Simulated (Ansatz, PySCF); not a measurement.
Species: CH2NO, charge -1, multiplicity 1. It need not be the lowest isomer of its formula. Whether it binds its extra electron was not tested at this geometry. 
Geometry from a B3LYP-D3(BJ)/def2-TZVP (Ansatz, a first-principles code) optimisation:
```
C
O 1 1.2510
N 1 1.3177 2 128.39
H 3 1.0213 1 106.95 2 180.00
H 1 1.1376 2 115.55 3 180.00
```
Charge -1, spin multiplicity 1.

Total electronic energies in hartree. Correlated levels leave the core frozen unless marked. No spin-orbit coupling. Non-relativistic. CBS marks a two-point X^-3 extrapolation of the correlation energy; Hartree-Fock from the larger set. [CCSD(T)-MP2]/basis is that difference in the basis named.

```csv
level,program,energy (Eh)
HF/aug-cc-pVDZ,Ansatz,-168.36218
HF-D4/def2-TZVPD,PySCF + dftd4,-168.41458
PBE/def2-TZVPD,Ansatz,-169.19284
r2SCAN/def2-TZVPD,Ansatz,-169.28730
r2SCAN-D4/def2-TZVPD,Ansatz + dftd4,-169.28787
B3LYP-D3(BJ)/def2-TZVPD,Ansatz + dftd3,-169.38654
B3LYP-D4/def2-TZVPD,Ansatz + dftd4,-169.38698
BHLYP/def2-TZVPD,Ansatz,-169.27547
TPSSh-D4/def2-TZVPD,PySCF + dftd4,-169.37982
B2GP-PLYP-D4/def2-TZVPD,Ansatz + dftd4,-169.22077
RI-MP2/aug-cc-pVTZ,Ansatz,-169.03368
RI-MP2/cc-pVQZ,Ansatz,-169.06760
SCS-MP2/aug-cc-pVDZ,Ansatz,-168.87211
CCSD(T)/6-31G*,Ansatz,-168.81110
"RI-MP2/CBS(aug-cc-pVTZ,aug-cc-pVQZ)+[CCSD(T)-MP2]/aug-cc-pVTZ",Ansatz,-169.1422
```

Totals of different functionals don't rank their quality; only differences between species are comparable.
